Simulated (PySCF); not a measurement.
C5H5BO.

```xyz
12

B     -0.0967     0.1929     0.0000
C     -0.1813     1.7253     0.0000
C     -0.2108     2.9423     0.0000
H     -0.2443     4.0162     0.0000
C      1.2824    -0.4937     0.0000
C      2.3816    -1.0180     0.0000
H      3.3549    -1.4736     0.0000
O     -1.2511    -0.5068     0.0000
C     -1.3467    -1.9190     0.0000
H     -1.9066    -2.2371     0.8932
H     -1.9066    -2.2371    -0.8932
H     -0.3559    -2.3994     0.0000
```
Charge 0, spin multiplicity 1.

Geometry: B3LYP-D3(BJ)/def2-SVP. The values are those of a single conformer.

The numbers are results of PBE/pcSseg-1 run with PySCF, not measurements. Non-relativistic, no solvent.

Computed absolute GIAO shielding of each atom: isotropic value and principal components (ppm):
```tsv
atom	σ(iso)	σ11	σ22	σ33	span
B1	74.9	57.6	70.7	96.5	38.9
C2	86.8	-12.3	-10.6	283.3	295.6
C3	83.2	9.8	19.2	220.6	210.8
H4	28.7	24.5	24.8	36.8	12.3
C5	90.3	-7.7	-5.1	283.8	291.5
C6	79.5	12.1	12.6	213.7	201.6
H7	28.4	24.4	24.8	36.2	11.8
O8	122.0	-129.6	140.6	355.2	484.8
C9	119.2	89.1	93.2	175.2	86.0
H10	27.3	23.9	25.3	32.6	8.8
H11	27.3	23.9	25.3	32.6	8.8
H12	26.5	22.9	27.2	29.3	6.5
```
